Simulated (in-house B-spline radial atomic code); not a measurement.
Results of a calculation; reference values are marked as such.
F in an electron gas of r_s = 3.3: phase shifts, screening and friction

A nucleus sits in a uniform electron gas with a rigid positive background. The Kohn-Sham equations are solved self-consistently in the spin-unpolarised LDA (PW92), non-relativistic, on B-splines with outgoing waves at the boundary and partial waves to l = 8. The model has no lattice, no bands and no magnetic solution. Atomic units; δ_l are the phase shifts at the Fermi level, counted so that each bound state adds π, and good to about 0.0005.

The density parameter is r_s = 3.3 bohr.

```
l  δ_l (rad)
0     5.4746
1     2.8418
2     0.0208
3     0.0046
4     0.0002
5     0.0000
6     0.0000
7     0.0000
8     0.0000
```

Bound levels below the band bottom (hartree): s -23.74, s -0.7148, p -0.06251.

(1) Check the Friedel sum rule, and say where the screening charge sits.

(2) Find the transport cross section and the electronic stopping of a 1 keV F ion (mass 19.0 u).

Answers

(1) k_F = (9π/4)^(1/3)/r_s = 0.58156. The rule is Z = (2/π) Σ (2l + 1) δ_l. The terms are s 3.485, p 5.427, d 0.066, f 0.020 and 0.001 beyond, in all 9.001 against Z = 9. Bound states hold 4 s, 6 p, 0 d electrons, so the scattering states carry -1.00 in all; where a term is smaller than its bound count, the bound level has drawn weight out of the band.

(2) σ_tr = (4π/k_F²) Σ (l + 1) sin²(δ_l − δ_(l+1)). The terms for l = 0 to 3 are 0.2373, 0.1986, 0.0008, 0.0001, all together 0.4368, so σ_tr = 37.155 × 0.4368 = 16.228 bohr². With n = 3/(4π r_s³) = 0.006643, the friction coefficient is Q = n k_F σ_tr = 0.0627. For v well below v_F = 0.582, dE/dx = Q v; with 24801 eV per u at v = 1, v = √(1000/(24801 × 19.0)) = 0.0461, so dE/dx = 0.00289 hartree/bohr = 1.49 eV/nm. The largest term couples the s and p waves.
